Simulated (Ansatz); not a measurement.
System: LaF2, charge 0, doublet. LaF2 (parent SMILES [F][La][F], doublet).
B3LYP-D3(BJ)/def2-TZVP minimum from Ansatz (an electronic-structure program):
```xyz
3

La     0.2371     0.1567     0.0399
F     -1.2946     0.6401    -1.3577
F     -0.2073    -1.6326     1.1050
```
Charge 0, spin multiplicity 2.

Atomisation energy term by term, kcal/mol (programs: Ansatz). UHF or UKS for unpaired electrons; spin-orbit terms are left out. Cores are frozen in correlated methods (noble-gas shells, and filled d and f shells in the p block). Past Kr the def2 sets carry scalar-relativistic core potentials. CBS(X,Y): correlation extrapolated as X^-3, Hartree-Fock from the larger set. A bracket is a step between two methods taken in the basis named. For partners of very few electrons the exact lower level stands in for a higher one. The determinant of La ([La], doublet) is a saddle point of the SCF energy; a lower one exists, which strains HF and MP2. The spin of F2La (parent SMILES [F][La][F], doublet) was assumed, and the state is the lowest solution found for it.

```json
[
 {"term": "Hartree-Fock", "basis": "def2-QZVPP", "kcal/mol": "232.61"},
 {"term": "CCSD correlation", "basis": "CBS(def2-TZVPP,def2-QZVPP)", "kcal/mol": "66.49"},
 {"term": "(T)", "basis": "CBS(def2-TZVPP,def2-QZVPP)", "kcal/mol": "6.36"},
 {"term": "CCSDT(Q) - CCSD(T)", "basis": "def2-SVP", "kcal/mol": "0.10"},
 {"term": "sum: De", "basis": "", "kcal/mol": "305.6"}
]
```
